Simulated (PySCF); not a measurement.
SMILES BP(B)[SiH3], B₂H₇PSi

Geometry:
```csv
atom,x (Å),y (Å),z (Å)
B1,-0.017,2.014,0.202
P2,0.381,0.222,0.062
B3,2.122,-0.375,0.087
Si4,-1.285,-1.272,0.055
H5,-1.165,2.378,0.238
H6,0.907,2.786,0.244
H7,2.992,0.457,0.131
H8,2.358,-1.556,0.049
H9,-2.474,-0.629,-0.574
H10,-1.627,-1.702,1.442
H11,-0.846,-2.456,-0.738
```

Computed, not measured: TDDFT CAM-B3LYP/aug-pcseg-0 excited states, vertical, gas phase (PySCF). Geometry: PBE0-D3(BJ)/def2-SVP.

(1) Give the one- and two-photon strengths of the lowest singlets.

Results:

(1) δ for parallel linear polarisation; σ at the peak of a Lorentzian of half width 0.1 eV, single beam; Ω is circular over linear.
```tsv
state	E (eV)	f	photon λ (nm)	δ (au)	σ (GM)	Ω	main
S1	4.76	0.233	521	146	1.22	1.50	HOMO→LUMO 0.97
S2	5.54	0.000	448	0.65	0.01	1.50	HOMO−1→LUMO 0.93
S3	5.67	0.005	437	0.16	0.00	1.50	HOMO−2→LUMO 0.93
S4	6.30	0.120	394	519	7.54	0.48	HOMO→LUMO+1 0.79
S5	6.39	0.028	388	206	3.08	0.39	HOMO−3→LUMO 0.43, HOMO−1→LUMO+1 0.12
```

Among these, the strongest one-photon state is S1, the strongest two-photon state S4, with a dipole change of 1.6 D (relaxed, norm of the difference vector).
